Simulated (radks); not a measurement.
Q: The mean radii <r> (bohr) of the occupied orbitals of an atom or ion are listed with their occupations. All-electron calculation, Dirac Kohn-Sham, PBEsol, spin-unpolarised, spherical densities, finite nucleus; Fermi nuclear charge, rms radius of each element as measured or else 0.836 A^(1/3) + 0.57 fm. Program: a radial shooting solver on a logarithmic mesh with Libxc functionals.

orbital  occ.     <r>
1s1/2       2  0.2299
2s1/2       2   1.178
2p1/2       1   1.147
3d3/2       1   4.875

Name the element and its charge. Open shells, if any, fill j = l - 1/2 first.

A: Z = 7, nitrogen, charge +1: N+ in [He] 2s2 2p1 3d1. The 1s radius gives Z: for a bare nucleus <r> = (2 gamma + 1)/(2Z) with gamma = sqrt(1 - (Z/c)^2), 0.2141 bohr for Z = 7, and screening makes it slightly larger (0.2299 here). The occupations add up to 6, and the charge is Z minus that.
